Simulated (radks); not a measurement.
Results of a calculation; reference values are marked as such.
Spherical quantum dot in the effective-mass picture: electrons in a parabolic well V = omega^2 r^2 / 2 with omega = 2.61, all in effective atomic units (hartree* = m*/eps^2 hartree, bohr* = eps/m* bohr), one dielectric constant everywhere. Level of theory: non-relativistic Kohn-Sham, exchange-only LDA, spin-polarised, spherical densities (a radial shooting solver with Libxc functionals). Levels are named by radial order and angular momentum (1s, 1p, 1d, 2s, ...), and open shells are averaged over m. Results are scaled to m* = 0.059 and eps = 17.8, for which hartree* = 5.067 meV and bohr* = 15.97 nm. At N = 13 the configuration is 1s2 1p6 1d(up 5, down 0). Does electron 14 go into 1d down or 2s down or 2s up?

Answer. Into 1d down. The total energies of the other choices lie higher by 0.198 meV (2s up), 0.955 meV (2s down).
